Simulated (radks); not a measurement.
Pd3+, configuration [Kr] 4d7 (the NIST ground configuration). Method: Dirac Kohn-Sham, PBE, spin-unpolarised, spherical densities, finite nucleus; open shells fill j = l - 1/2 first; Fermi nuclear charge, rms radius 4.5318 fm; computed with a radial shooting solver on a logarithmic mesh with Libxc functionals.

Normalised radial functions P(r) = r R(r) (large component), r in bohr:

```
   r/bohr * 3d5/2 (the largest magnitude, 1.69, reaches the edge; | marks zero)
 0.001845 *
 0.002403 *
 0.003129 *
 0.004074 *
 0.005305 *
 0.006908 *
 0.008995 *
  0.01171 *
  0.01525 *
  0.02002 *
  0.02607 |*
  0.03394 | *
   0.0442 |   *
  0.05755 |      *
  0.07494 |           *
  0.09758 |                   *
   0.1271 |                             *
   0.1654 |                                        *
   0.2154 |                                                  *
   0.2805 |                                                      *
   0.3653 |                                                  *
   0.4756 |                                      *
   0.6193 |                       *
   0.8064 |          *
     1.05 |   *
    1.367 |*
     1.78 *
    2.318 *
    3.019 *
    3.931 *
```

3d5/2: eigenvalue -364.65 eV, 0 radial nodes, <r> = 0.359 bohr, 90 % of the charge inside 0.569 bohr.
